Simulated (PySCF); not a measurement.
## `Cl[C@@H](CC)[Si@H](Cl)Br`, C₃H₇BrCl₂Si

Molfile (atoms numbered from 1):
```
C3H7BrCl2Si
     RDKit          3D

 14 13  0  0  0  0  0  0  0  0999 V2000
   -1.6827   -0.8221    0.9206 C   0  0  0  0  0  0  0  0  0  0  0  0
   -0.6638   -0.4830   -0.1602 C   0  0  0  0  0  0  0  0  0  0  0  0
    0.4239    0.4610    0.3344 C   0  0  2  0  0  0  0  0  0  0  0  0
   -0.2857    2.0684    0.7493 Cl  0  0  0  0  0  0  0  0  0  0  0  0
    1.8114    0.8142   -0.9316 Si  0  0  2  0  0  4  0  0  0  0  0  0
    1.0372    1.3606   -2.6946 Cl  0  0  0  0  0  0  0  0  0  0  0  0
    2.9209   -1.0917   -1.1399 Br  0  0  0  0  0  0  0  0  0  0  0  0
   -2.4379   -1.4957    0.5241 H   0  0  0  0  0  0  0  0  0  0  0  0
   -1.1969   -1.3070    1.7648 H   0  0  0  0  0  0  0  0  0  0  0  0
   -2.1777    0.0784    1.2761 H   0  0  0  0  0  0  0  0  0  0  0  0
   -1.1734   -0.0329   -1.0151 H   0  0  0  0  0  0  0  0  0  0  0  0
   -0.1816   -1.4047   -0.5005 H   0  0  0  0  0  0  0  0  0  0  0  0
    0.8352    0.0809    1.2724 H   0  0  0  0  0  0  0  0  0  0  0  0
    2.7704    1.7732   -0.4220 H   0  0  0  0  0  0  0  0  0  0  0  0
  1  2  1  0
  2  3  1  0
  3  4  1  0
  3  5  1  0
  5  6  1  0
  5  7  1  0
  1  8  1  0
  1  9  1  0
  1 10  1  0
  2 11  1  0
  2 12  1  0
  3 13  1  1
  5 14  1  1
M  END
```

Method used: TDDFT BHandHLYP/aug-cc-pVDZ circular dichroism and optical rotation, one conformer, gas phase in PySCF 2.14.0. Geometry: GFN2-xTB.

The molecule is flexible and this is one conformer; a measurement averages over conformers. The calculation is non-relativistic, which matters for the atoms heavier than Zn.

Stereocentres: C3 S, Si5 R.

(1) Give the optical rotatory dispersion at 633, 589.3, 546, 436, 405, 365, 355 nm.

(2) And for the mirror image at 589.3 nm?

(3) What is the molar rotation [Φ] = [α]·M/100 of the geometry above at 589.3 nm?

Results:

(1) [α] in deg dm⁻¹ (g/mL)⁻¹:
| λ (nm) | origin-invariant length gauge | modified velocity gauge | length gauge (centre of mass) | isotropic polarisability (au) |
| --- | --- | --- | --- | --- |
| 633 | -69.9 | -70.1 | -71.4 | 109.1 |
| 589.3 | -81.7 | -82.0 | -83.4 | 109.5 |
| 546 | -96.8 | -97.0 | -98.7 | 110.0 |
| 436 | -162.3 | -162.8 | -165.4 | 112.0 |
| 405 | -193.8 | -194.5 | -197.5 | 112.9 |
| 365 | -251.5 | -252.4 | -256.1 | 114.5 |
| 355 | -270.3 | -271.2 | -275.1 | 115.0 |

(2) +81.7 deg dm⁻¹ (g/mL)⁻¹ (origin-invariant length gauge): the same size and the opposite sign.

(3) With M = 221.98 g/mol, -181.4 deg cm² dmol⁻¹ (origin-invariant length gauge).

The first excitation lies at 6.96 eV (178 nm) with R = -8.5 × 10⁻⁴⁰ esu² cm² (velocity form).
